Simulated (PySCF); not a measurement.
Identify the unknown among the candidates.

All candidates are C6H15OP.

| technique | computed result |
| --- | --- |
| NMR, other nuclei | isotropic shieldings of nuclei other than C and H, by class: 316 (1 O), 419 (1 P) ppm [GIAO PBE0/pcSseg-1] |
| XPS | P2p3/2 135.8, C1s 290.1, C1s 290.3, C1s 290.3, C1s 290.5, C1s 292.0, C1s 292.0, O1s 538.2, P1s 2149.4 eV [ΔSCF SCAN, pcX-2 on the ionised atom, pcseg-1 elsewhere, spin-free X2C, 2p3/2 from a spin–orbit splitting computed afterwards within the 2p shell] |
| 13C NMR | chemical shifts (computed TMS as zero) by class: 66.9 (1 C), 56.9 (1 C), 25.3 (1 C), 23.7 (1 C), 22.1 (1 C), 15.8 (1 C) ppm [GIAO PBE0/pcSseg-1] |
| Dipole | 1.52 D [CAM-B3LYP/def2-SVPD] |
| Polarisability | 105.2 au [CAM-B3LYP/def2-SVPD] |
| Rotational structure | rotational constants A, B, C: 2.702, 0.857, 0.786 GHz [PBE0-D3(BJ)/def2-SVP] |
| Valence photoelectron | vertical ionisation energy: 8.58 eV [ΔSCF CAM-B3LYP/def2-SVPD] |

Gas-phase values; electronic properties from PySCF, density fitting. Levels stand in brackets. The structure is a single PBE0-D3(BJ)/def2-SVP conformer in the gas phase; no vibrational or solvent corrections. NMR classes are plain means over equivalent atoms (diastereotopic ones count apart unless rotation or inversion swaps them), as if these changed places fast.

Problem. Which candidate is it?
A. `COCP(C)C(C)C`
B. `CCCPCCOC`
C. `CC[C@@H](C)[P@H](=O)CC`

Solution. B. It is `CCCPCCOC`. Numbering: `[CH3:1][CH2:2][CH2:3][PH:4][CH2:5][CH2:6][O:7][CH3:8]`. 6 carbons fall into 6 classes; from least to most shielded: sp3 carbon bound to oxygen [C6] (66.9 ppm), methoxy carbon [C8] (56.9 ppm), sp3 carbon bound to phosphorus [C3] (25.3 ppm), chain CH2 carbon [C2] (23.7 ppm), sp3 carbon bound to phosphorus [C5] (22.1 ppm), methyl carbon [C1] (15.8 ppm). The other shieldings belong to: 316 ppm, ether oxygen [O7]; 419 ppm, phosphine phosphorus [P4]. The core levels belong to: P2p3/2 135.8 eV, phosphine phosphorus [P4]; C1s 290.1 eV, sp3 carbon bound to phosphorus [C3]; C1s 290.3 eV, methyl carbon [C1]; C1s 290.3 eV, sp3 carbon bound to phosphorus [C5]; C1s 290.5 eV, chain CH2 carbon [C2]; C1s 292.0 eV, methoxy carbon [C8]; C1s 292.0 eV, sp3 carbon bound to oxygen [C6]; O1s 538.2 eV, ether oxygen [O7]; P1s 2149.4 eV, phosphine phosphorus [P4]. The first electron is taken from the HOMO, whose largest Löwdin shares are 0.59 on the phosphine phosphorus, 0.11 on an sp3 carbon bound to phosphorus, 0.10 on an sp3 carbon bound to phosphorus and 0.07 on the P–H hydrogen. The optimised geometry has point group C1 and is an asymmetric top.

The others, at the same levels:
- `CC[C@@H](C)[P@H](=O)CC` fails: its computed 13C shifts are 37.9 (1 C), 28.1 (1 C), 23.5 (1 C), 15.3 (1 C), 13.8 (1 C), 8.2 (1 C) ppm, vertical ionisation energy is 9.48 eV (against 8.58 eV) and static isotropic polarisability is 100.2 au (against 105.2 au).
- `COCP(C)C(C)C` fails: its computed vertical ionisation energy is 8.43 eV (against 8.58 eV), rotational constant A is 2.256 GHz (against 2.702 GHz) and smallest rotational constant is 0.911 GHz (against 0.786 GHz).

Each candidate is one conformer, not necessarily the lowest. The conformers computed, where there is a choice (atom-mapped SMILES and torsion angles):
- `[CH3:1][CH2:2][C@@H:3]([CH3:4])[P@H:5](=[O:6])[CH2:7][CH3:8]`: C1–C2–C3–C4 -179°, C2–C3–P5–O6 -47°, C3–P5–C7–C8 -177°
- `[CH3:1][O:2][CH2:3][P:4]([CH3:5])[CH:6]([CH3:7])[CH3:8]`: C1–O2–C3–P4 -178°, O2–C3–P4–C5 56°, C3–P4–C6–C7 173°

The conformers of `CCCPCCOC` aren't listed.
